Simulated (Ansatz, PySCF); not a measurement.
Species: boronic acid, sum formula H₃BO₂ (charge 0, singlet). SMILES: OBO
Structure (B3LYP-D3(BJ)/def2-TZVP (Ansatz, an electronic-structure program) minimum search):
```xyz
6

B     -0.0618     0.4717    -0.0887
O      1.1892     0.1032     0.2852
O     -1.0389    -0.4792    -0.1889
H     -0.2682     1.6242    -0.3195
H      1.2676    -0.8443     0.4518
H     -1.8927    -0.1309    -0.4590
```

PBE beside other levels, property by property. Valence correlation only, unless marked. UHF or UKS for open shells. No spin-orbit coupling. Non-relativistic. Basis-set limits of correlation are two-point, X^-3; Hartree-Fock from the larger set. The bracket is a focal-point correction in the basis named. Rows marked 298 K are enthalpies with B3LYP-D3(BJ) harmonic zero-point and thermal terms. Atomisation energies are electronic, to ground-state atoms; the column to compare with has the core term from cc-pwCVTZ added, other frozen-core levels have none. Frequencies are from Ansatz or PySCF. Anions need diffuse functions, of which def2-TZVPD holds fewer than the aug- sets. The coupled-cluster column (Ansatz) is a level with limits of its own: (a) RI-MP2/CBS(aug-cc-pVTZ,aug-cc-pVQZ)+[CCSD(T)-MP2]/aug-cc-pVTZ; (b) CCSD(T)/CBS(cc-pVTZ,cc-pVQZ).

```csv
property,SVWN5/def2-TZVPD (Ansatz),r2SCAN/def2-TZVPD (Ansatz),B2PLYP/def2-TZVPD (Ansatz),coupled cluster
"B-H bond dissociation enthalpy, 298 K, to O[B]O + H atom (kcal/mol)",114.2,104.9,108.7,111.8 (a)
"B-O bond dissociation enthalpy, 298 K, to [BH]O + [OH] (HO) (kcal/mol)",170.5,144.4,147.8,151.6 (b)
"proton affinity at O, enthalpy at 298 K, to OB[OH2+] (kcal/mol)",168.2,174.3,173.1,174.6 (b)
"deprotonation enthalpy (H-O bond), 298 K, to [O-]BO + H+ (kcal/mol)",351.4,360.8,359.1,362.0 (a)
atomisation energy (kcal/mol),674.2,586.7,580.0,588.4 (b)
"H-O bond dissociation enthalpy, 298 K, to [O]BO + H atom (kcal/mol)",121.7,106.8,110.8,115.2 (b)
```

Question: What does PBE/def2-TZVPD (Ansatz) give for each property, and on which side of coupled cluster does it fall?

Answer: 
- B-H bond dissociation enthalpy, 298 K, to O[B]O + H atom: PBE lies 7.7 kcal/mol below coupled cluster; PBE gives 104.1 kcal/mol.
- B-O bond dissociation enthalpy, 298 K, to [BH]O + [OH] (HO): PBE lies 3.6 kcal/mol below coupled cluster; PBE gives 148.0 kcal/mol.
- proton affinity at O, enthalpy at 298 K, to OB[OH2+]: PBE lies 1.9 kcal/mol below coupled cluster; PBE gives 172.7 kcal/mol.
- deprotonation enthalpy (H-O bond), 298 K, to [O-]BO + H+: PBE lies 5.5 kcal/mol below coupled cluster; PBE gives 356.5 kcal/mol.
- atomisation energy: PBE lies 6.5 kcal/mol above coupled cluster; PBE gives 594.9 kcal/mol.
- H-O bond dissociation enthalpy, 298 K, to [O]BO + H atom: PBE lies 8.4 kcal/mol below coupled cluster; PBE gives 106.8 kcal/mol.
